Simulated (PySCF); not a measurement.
C₄H₇ClSi, SMILES `Cl/C=C/C=C/[SiH3]` (C–C–C–C torsion 180°), neutral singlet in the gas phase. 

Z-matrix (Å, degrees):
```
C
C 1 1.3339
H 1 1.0870 2 119.73
H 2 1.0877 1 117.41 3 179.99
C 1 1.4513 3 115.88 2 180.00
C 5 1.3246 1 122.25 3 -0.01
H 6 1.0807 5 123.17 1 0.02
H 5 1.0838 6 119.80 7 -179.98
Cl 6 1.7209 7 113.49 5 -180.00
Si 2 1.8528 4 118.99 1 -180.00
H 10 1.4796 2 108.80 4 -180.00
H 10 1.4805 11 109.34 3 121.19
H 10 1.4805 11 109.34 12 117.61
```
Charge 0, multiplicity 1.

All levels are single points at this geometry (CAM-B3LYP-D3(BJ)/def2-TZVP); Pople sets use spherical d functions. Orbital energies aren't observables, and empty levels follow the basis.

PBE-D3(BJ)/def2-TZVP in PySCF gives dipole (D) = 0.23.

### Question
Estimate the dipole (D) from each of these levels: CAM-B3LYP-D3(BJ)/def2-TZVP in PySCF; TPSSh-D3(BJ)/def2-TZVP in PySCF; B3LYP/6-311+G** in PySCF; B3LYP/6-31G* in PySCF; BP86/6-31G* in PySCF; PBE/6-31G* in PySCF; HF/3-21G in PySCF; HF/STO-3G in PySCF.

### Answer

```csv
level,dipole (D)
CAM-B3LYP-D3(BJ)/def2-TZVP in PySCF,0.50
TPSSh-D3(BJ)/def2-TZVP in PySCF,0.37
B3LYP/6-311+G** in PySCF,0.58
B3LYP/6-31G* in PySCF,0.53
BP86/6-31G* in PySCF,0.37
PBE/6-31G* in PySCF,0.37
HF/3-21G in PySCF,1.31
HF/STO-3G in PySCF,2.52
```
